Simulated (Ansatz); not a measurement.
A structure relaxed at PBE-D4/def2-TZVP in Ansatz, charge 1, doublet:

```xyz
4

Ir    0.664    0.001    0.927
Ir   -0.664   -0.001   -0.927
O     0.839   -1.143   -0.600
O    -0.839    1.143    0.600
```

Q: Give its formula and point group.

A: Ir₂O₂⁺. Point group D2h (tolerance 0.1 Å).

Q: Summarise the bond lengths by kind (pairs closer than 1.2 times the sum of covalent radii, bridged metal pairs left out).

A: 4 × Ir–O 1.92 Å.

In the def2 sets Ir takes a core potential; there is no spin–orbit coupling. Another isomer (quartet) lies 1.58 eV lower at PBE0-D4/def2-TZVP; other spin states weren't run for this one.
